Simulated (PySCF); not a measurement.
## Adding and removing an electron: SnPb

UHF-CCSD(T); Sn cc-pVDZ-PP with ECP28, Pb cc-pVDZ-PP with ECP60; scalar-relativistic core potentials (PySCF 2.14). Neutral (UHF): triplet (π ↑↑), Re = 2.868 Å, ωe = 160 cm⁻¹, De = 1.82 eV.

SnPb⁺ (UHF): quartet (σ ↑, π ↑↑), Re = 2.897 Å, ωe = 141 cm⁻¹. The energies at the minima are -405.37365 hartree for SnPb and -405.13457 for SnPb⁺.

(1) Work out the adiabatic ionisation energy, without and with harmonic zero-point energies (1 hartree = 27.2114 eV, 1 eV = 8065.5 cm⁻¹), and the change of the bond length.

Correlated steps freeze 8 core orbitals. Correlated levels converge slowly with the basis: in double zeta they bind strong bonds too weakly, by up to about 1 eV, and carry superposition errors of some tenths. These are scalar-relativistic numbers at best; spin–orbit coupling would shift them, the dissociation energy most. States were picked by a PBE0 search and need not be the measured ground states.

Results:

(1) At UHF-CCSD(T): 0.23908 hartree = 6.506 eV between the minima; the zero-point term (141.0 − 160.0)/2 cm⁻¹ = -0.001 eV makes it 6.505 eV. Re changes by +2.9 pm against the neutral. The electron leaves a σ orbital, and the small change of length marks it as nearly non-bonding.
